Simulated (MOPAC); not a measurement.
MOPAC input (PM7):

```
PM7 FORCE THERMO(298,298) PRECISE LET CHARGE=-1 GEO-OK AUX(PRECISION=9) THREADS=1
CH2N

C    -0.45181645 1    0.17746836 1    0.12592271 1
N     0.67684342 1   -0.26585635 1   -0.18863845 1
H    -1.37371722 1   -0.42102382 1    0.22084419 1
H    -0.68786850 1    1.23079106 1    0.35372642 1
```

From the last part of the output:

```
     H    4   2.730935   1.314954   0.605712   3.817892

          HEAT OF FORMATION =      43.526250 KCALS/MOLE

          ZERO POINT ENERGY      15.254 KCAL/MOL

           NORMAL COORDINATE ANALYSIS (Total motion = 1 Angstrom)

   Root No.       1         2         3         4         5         6

                 1 B1      1 B2      1 A1      2 A1      2 B2      3 A1

                1099.1    1109.8    1429.0    1902.0    2503.9    2626.5

           1    0.0000   -0.0000   -0.0403    0.3958   -0.0000    0.0290
           2    0.0000   -0.1009   -0.0000   -0.0000   -0.0524    0.0000
           3   -0.1091   -0.0000    0.0000    0.0000   -0.0000   -0.0000
           4   -0.0000    0.0000   -0.0202   -0.3572   -0.0000    0.0132
           5   -0.0000    0.0535    0.0000    0.0000   -0.0059   -0.0000
           6    0.0317    0.0000   -0.0000   -0.0000   -0.0000    0.0000
           7   -0.0000    0.3551    0.3809    0.1233   -0.3109   -0.2648
           8   -0.0000    0.2294    0.2749   -0.0071    0.3536    0.3990
           9    0.4296    0.0000    0.0000   -0.0000    0.0000    0.0000
          10   -0.0000   -0.3551    0.3809    0.1233    0.3109   -0.2648
          11   -0.0000    0.2294   -0.2749    0.0071    0.3536   -0.3990
          12    0.4296    0.0000   -0.0000   -0.0000    0.0000   -0.0000

           MASS-WEIGHTED COORDINATE ANALYSIS (NORMAL COORDINATES)

   Root No.       1         2         3         4         5         6

                 1 B1      1 B2      1 A1      2 A1      2 B2      3 A1

                1099.1    1109.8    1429.0    1902.0    2503.9    2626.5

           1    0.0000   -0.0000   -0.2040    0.7132   -0.0000    0.1458
           2    0.0000   -0.4837   -0.0000   -0.0000   -0.2621    0.0000
           3   -0.5198   -0.0000    0.0000    0.0000   -0.0000   -0.0000
           4   -0.0000    0.0000   -0.1104   -0.6950   -0.0000    0.0720
           5   -0.0000    0.2770    0.0000    0.0000   -0.0320   -0.0000
           6    0.1632    0.0000   -0.0000   -0.0000   -0.0000    0.0000
           7   -0.0000    0.4931    0.5577    0.0643   -0.4504   -0.3858
           8   -0.0000    0.3185    0.4025   -0.0037    0.5121    0.5813
           9    0.5930    0.0000    0.0000   -0.0000    0.0000    0.0000
          10   -0.0000   -0.4931    0.5577    0.0643    0.4504   -0.3858
          11   -0.0000    0.3185   -0.4025    0.0037    0.5121   -0.5813
          12    0.5930    0.0000   -0.0000   -0.0000    0.0000   -0.0000

          DESCRIPTION OF VIBRATIONS

 VIBRATION          1    1B1         ATOM PAIR     ENERGY CONTRIBUTION    RADIAL
 FREQUENCY          1099.12         C 1 -- H 4         +44.9% ( 62.2%)      0.0%
 TRANSITION DIPOLE   0.3263         C 1 -- H 3         +44.9% ( 62.2%)      0.0%
 TRAVEL (Ang.)       0.2324         C 1 -- N 2         +10.2% ( 29.7%)      0.0%
 REDUCED MASS        1.1358
 EFFECTIVE MASS      3.0342
 FORCE CONSTANT      0.8084

 VIBRATION          2    1B2         ATOM PAIR     ENERGY CONTRIBUTION    RADIAL
 FREQUENCY          1109.78         C 1 -- H 3         +44.1% ( 79.4%)     15.0%
 TRANSITION DIPOLE   0.5021         C 1 -- H 4         +44.1% ( 79.4%)     15.0%
 TRAVEL (Ang.)       0.2491         C 1 -- N 2         +11.7% ( 40.9%)      0.0%
 REDUCED MASS        0.9795
 EFFECTIVE MASS      3.6254
 FORCE CONSTANT      0.7108

 VIBRATION          3    1A1         ATOM PAIR     ENERGY CONTRIBUTION    RADIAL
 FREQUENCY          1428.95         C 1 -- H 4         +49.0% ( 62.6%)      1.8%
 TRANSITION DIPOLE   0.3463         C 1 -- H 3         +49.0% ( 62.6%)      1.8%
 TRAVEL (Ang.)       0.3155         C 1 -- N 2          +2.0% ( 12.7%)    100.0%
 REDUCED MASS        0.4741
 EFFECTIVE MASS      1.3682
 FORCE CONSTANT      0.5703

 VIBRATION          4    2A1         ATOM PAIR     ENERGY CONTRIBUTION    RADIAL
 FREQUENCY          1902.03         C 1 -- N 2         +63.6% ( 99.6%)    100.0%
 TRANSITION DIPOLE   2.0246         C 1 -- H 3         +18.2% ( 53.2%)     33.4%
 TRAVEL (Ang.)       0.0746         C 1 -- H 4         +18.2% ( 53.2%)     33.4%
 REDUCED MASS        6.3757
 EFFECTIVE MASS     12.8484
 FORCE CONSTANT     13.5899

 VIBRATION          5    2B2         ATOM PAIR     ENERGY CONTRIBUTION    RADIAL
 FREQUENCY          2503.87         C 1 -- H 3         +49.6% ( 72.9%)     99.1%
 TRANSITION DIPOLE   0.8738         C 1 -- H 4         +49.6% ( 72.9%)     99.1%
 TRAVEL (Ang.)       0.2338         C 1 -- N 2          +0.7% (  8.7%)      0.0%
 REDUCED MASS        0.4928
 EFFECTIVE MASS      1.3991
 FORCE CONSTANT      1.8205

 VIBRATION          6    3A1         ATOM PAIR     ENERGY CONTRIBUTION    RADIAL
 FREQUENCY          2626.52         C 1 -- H 4         +49.9% ( 68.1%)     98.6%
 TRANSITION DIPOLE   0.4892         C 1 -- H 3         +49.9% ( 68.1%)     98.6%
 TRAVEL (Ang.)       0.2304         C 1 -- N 2          +0.3% (  5.1%)    100.0%
 REDUCED MASS        0.4835
 EFFECTIVE MASS      1.1560
 FORCE CONSTANT      1.9651

      SYMMETRY NUMBER FOR POINT-GROUP C2v =  2

          SYSTEM IS A GROUND STATE

 CH2N

          MOLECULE IS NOT LINEAR

          THERE ARE  6 GENUINE VIBRATIONS IN THIS SYSTEM
          THIS THERMODYNAMICS CALCULATION IS LIMITED TO
          MOLECULES WHICH HAVE NO INTERNAL ROTATIONS

                    CALCULATED THERMODYNAMIC PROPERTIES
                                          *
   TEMP. (K)   PARTITION FUNCTION   H.O.F.    ENTHALPY  HEAT CAPACITY ENTROPY
                                   KCAL/MOL   CAL/MOLE    CAL/K/MOL  CAL/K/MOL

 298.00  VIB.     0.1011D+01                    35.4216     0.6669     0.1404
         ROT.     0.6891D+03                   888.2803     2.9808    15.9678
         INT.     0.6965D+03                   923.7019     3.6477    16.1082
         TRA.     0.1435D+27                  1480.4672     4.9680    35.9248
         TOT.                       43.526    2404.1691     8.6158    52.0330

   *: NOTE: HEATS OF FORMATION ARE RELATIVE TO THE
            ELEMENTS IN THEIR STANDARD STATE AT 298K
              (=  Standard Enthalpy of Formation).

            Hvib:  Zero-point energy is not included.
                   frequencies of less than zero cm-1 are not included.
            Hrot = (3/2)RT
            Htra = (3/2)RT + pV = (5/2)RT

            Heat capacity is Cp, not Cv

          For more information, see: HTTP://OpenMOPAC.net/Manual/thermochemistry.html

           FORCE CONSTANT IN CARTESIAN COORDINATES (Millidynes/A)

    ATOM   CHEMICAL       X               Y               Z
   NUMBER   SYMBOL  FORCE CONSTANT  FORCE CONSTANT  FORCE CONSTANT

      1       C       14.662189        5.087694        2.309327
      2       N       14.920218        0.832743        0.265268
      3       H        1.928937        2.631689        0.253440
      4       H        1.928937        2.631689        0.253440

 **********************
 *                    *
 * JOB ENDED NORMALLY *
 *                    *
 **********************
```

The dipole moment of an ion depends on the origin.
